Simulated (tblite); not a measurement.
Compound: C₅H₄F₃O₂ (doublet state).
SMILES with atom numbers: `[O:1]=[C:2]([C@@H:3]1[CH2:4][CH:5][O:6]1)[C:7]([F:8])([F:9])[F:10]` (hydrogens: H11 on C3; H12, H13 on C4; H14 on C5)

Cartesian coordinates in Å at the GFN2-xTB level; atoms count from 1:
```
atom  x, y, z in Å
O1    -0.281    0.496    2.267
C2    -0.503    0.142    1.139
C3     0.345   -0.843    0.381
C4     1.579   -0.152   -0.263
C5     0.962   -0.643   -1.522
O6    -0.135   -1.210   -0.911
C7    -1.637    0.796    0.304
F8    -1.145    1.411   -0.786
F9    -2.533   -0.101   -0.116
F10   -2.291    1.716    1.009
H11    0.569   -1.710    1.009
H12    1.640    0.934   -0.147
H13    2.531   -0.592    0.028
H14    0.897   -0.245   -2.515
```

Level: GFN2-xTB in tblite, geometry and Hessian alike; calculated harmonic values, unscaled, isolated species. This tight-binding method is rough: wavenumbers can miss measured ones by several per cent, in bad cases by 10 to 20. One conformer, not necessarily the lowest. Open shells enter through the occupations alone, without spin polarisation, and single modes of such species can be off by tens of per cent.

Harmonic wavenumbers (cm⁻¹): 51.7, 55.6, 120.0, 164.1, 206.2, 231.7, 279.4, 363.2, 442.3, 454.7, 500.3, 527.9, 584.4, 658.3, 697.2, 826.7, 881.0, 965.1, 976.4, 999.9, 1047.4, 1058.5, 1089.3, 1102.8, 1137.4, 1150.9, 1171.3, 1196.0, 1239.6, 1260.6, 1421.6, 1735.9, 2925.6, 2936.8, 2996.6, 3141.6.

A = 2226, B = 1190, C = 994.0 MHz; mass 153.016 u (most abundant isotopes); point group C1, symmetry number 1; spin multiplicity 2.

Problem. Zero-point energy?

Solution. ½Σν̃ = 18299 cm⁻¹ = 52.32 kcal/mol.

Problem. Give the ideal-gas entropy at 298.15 K and 1 bar in the rigid-rotor, harmonic-oscillator model (classical rotation).

Solution. Translation 41.01, rotation 29.19, vibration 26.75, spin (R ln 2) 1.38: S = 98.3 cal/(mol K).

Problem. And Cp and H(298.15 K) − H(0)?

Solution. Cp = 35.53 cal/(mol K), of which vibrations give 27.58 (their classical limit is 36 R = 71.5); H(298.15 K) − H(0) = 6.56 kcal/mol without the zero-point energy, 4.19 from vibrations.

Problem. What must be added to the electronic energy to get the Gibbs energy at 298.15 K and 1 bar?

Solution. ZPE + [H(298.15 K) − H(0)] − T·S = 52.32 + 6.56 − 29.32 = 29.56 kcal/mol.

Problem. Which modes carry the vibrational entropy at 298.15 K?

Solution. 51.7 cm⁻¹: 4.75; 55.6 cm⁻¹: 4.61; 120.0 cm⁻¹: 3.10; 164.1 cm⁻¹: 2.50; 206.2 cm⁻¹: 2.08; 231.7 cm⁻¹: 1.87 cal/(mol K); the other 30 give 7.84 together.

Problem. How do the functions run with temperature in this model?

Solution. 
```tsv
T (K)	S (cal/(mol K))	Cp (cal/(mol K))	H − H(0) (kcal/mol)	G − H(0) (kcal/mol)	ln q(vib)
150	79.0	22.3	2.27	-9.58	2.85
250	92.5	31.3	4.95	-18.17	5.25
400	109.9	43.6	10.60	-33.37	8.79
600	130.0	54.9	20.55	-57.42	13.34
900	154.2	64.1	38.55	-100.19	19.58
```

q(vib) and H(0) count from the zero-point level.

Hindered rotation and anharmonicity are outside this model. Other conformers, if any are populated, would add a mixing term that is left out. The structure is chiral; the term R ln 2 for an equal mix with its mirror image is left out.

The run took 0.47 s of wall time on Arm Neoverse V1, one thread, shared host. The figure is for the frequency step alone.
